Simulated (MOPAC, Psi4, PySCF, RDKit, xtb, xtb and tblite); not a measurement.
Two geometries of C₅H₈O₂Si, SMILES C#CC[SiH2]C(=O)OC, singlet, relaxed at GFN2-xTB with one dihedral held; other torsions can differ between them too.

Structure A

```
16

C      4.2445    -0.4926     0.5301
C      3.1454    -0.5632     0.0614
C      1.8175    -0.6420    -0.4950
Si     0.5439     0.2942     0.5764
C     -1.1550     0.1822    -0.3106
O     -2.2263     0.3507     0.2168
O     -1.0176    -0.0735    -1.6186
C     -2.2100    -0.1374    -2.3937
H      5.2120    -0.4379     0.9307
H      1.5386    -1.6957    -0.5854
H      1.8333    -0.2256    -1.5057
H      0.3961    -0.2978     1.9065
H      0.8875     1.7162     0.6772
H     -1.9028    -0.3316    -3.4180
H     -2.8541    -0.9384    -2.0255
H     -2.7525     0.8075    -2.3254
```

Structure B

```
16

C      4.2336    -0.4888     0.4686
C      3.1238    -0.5508     0.0248
C      1.7834    -0.6205    -0.5026
Si     0.5319     0.3037     0.6108
C     -1.1679     0.1857    -0.2717
O     -2.1761    -0.3171     0.1578
O     -1.0964     0.7694    -1.4758
C     -2.2849     0.7900    -2.2594
H      5.2107    -0.4417     0.8463
H      1.5007    -1.6728    -0.6008
H      1.7768    -0.1848    -1.5057
H      0.4117    -0.3215     1.9268
H      0.8812     1.7239     0.6977
H     -2.0397     1.3145    -3.1792
H     -2.6120    -0.2297    -2.4723
H     -3.0803     1.3079    -1.7201
```

**Question.** Which is lower in energy at the level B3LYP-D3(BJ)/def2-SVP // GFN2-xTB run with Psi4, and by how much?

**Answer.** A is lower, by 0.39 kcal/mol (dihedral C3–Si4–C5–O6: 160° in A, 120° in B).

E(B) − E(A) in kcal/mol at the other levels, on the same two geometries: GFN2-xTB (xtb and tblite) 0.03; MMFF94 // GFN2-xTB (RDKit) 1.03; B3LYP/def2-SVP // GFN2-xTB (Psi4) 0.35; PBE/def2-SVP // GFN2-xTB (Psi4) 0.43; PBE-D3(BJ)/def2-SVP // GFN2-xTB (Psi4) 0.46; UFF // GFN2-xTB (RDKit) 1.65; AM1, restricted, heats of formation // GFN2-xTB (MOPAC) -0.08; PM3, restricted, heats of formation // GFN2-xTB (MOPAC) 0.09; GFN1-xTB // GFN2-xTB (xtb) -0.36; restricted B3LYP/6-31G*, spherical d, density fitting // GFN2-xTB (PySCF) 0.23; restricted B3LYP/3-21G, density fitting // GFN2-xTB (PySCF) 0.27; restricted B3LYP/6-311+G**, spherical d, density fitting // GFN2-xTB (PySCF) 0.26; restricted BP86/6-31G*, spherical d, density fitting // GFN2-xTB (PySCF) 0.26.

MMFF94 has few fitted parameters for silicon.
